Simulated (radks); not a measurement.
Removal energies from the hafnium ion Hf13+, [Kr] 4d10 4f(5/2: 6, 7/2: 5) 5s2, by Delta-SCF beside the eigenvalue of the level emptied. Method: Dirac Kohn-Sham, relativistic LDA (MacDonald-Vosko exchange, VWN5 correlation), spin-unpolarised, spherical densities, finite nucleus; Fermi nuclear charge, rms radius of each element as measured or else 0.836 A^(1/3) + 0.57 fm; computed with a radial shooting solver on a logarithmic mesh with Libxc functionals. Sub-shells are occupied by j as written (lower j first in brackets).

[
 {"removed from": "4f7/2", "final configuration": "[Kr] 4d10 4f(5/2: 6, 7/2: 4) 5s2", "Delta-SCF (eV)": "287.81", "-eigenvalue (eV)": "270.68"},
 {"removed from": "4f5/2", "final configuration": "[Kr] 4d10 4f(5/2: 5, 7/2: 5) 5s2", "Delta-SCF (eV)": "290.07", "-eigenvalue (eV)": "272.84"},
 {"removed from": "5s1/2", "final configuration": "[Kr] 4d10 4f(5/2: 6, 7/2: 5) 5s1", "Delta-SCF (eV)": "303.09", "-eigenvalue (eV)": "291.88"},
 {"removed from": "4d5/2", "final configuration": "[Kr] 4d(3/2: 4, 5/2: 5) 4f(5/2: 6, 7/2: 5) 5s2", "Delta-SCF (eV)": "478.86", "-eigenvalue (eV)": "460.79"}
]
